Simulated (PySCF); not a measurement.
A structure optimised at PBE-D3(BJ)/def2-TZVP, used in a PySCF frequency run:

```xyz
2

Cd     0.0000     0.0000    -1.3329
Te     0.0000     0.0000     1.2304
```

Task: Write its SMILES, formula and point group.

Result: [Cd]=[Te], CdTe, C∞v

Task: What are its rotational constants (standard atomic weights)?

Result: 1.2870 GHz (linear rotor, B only)
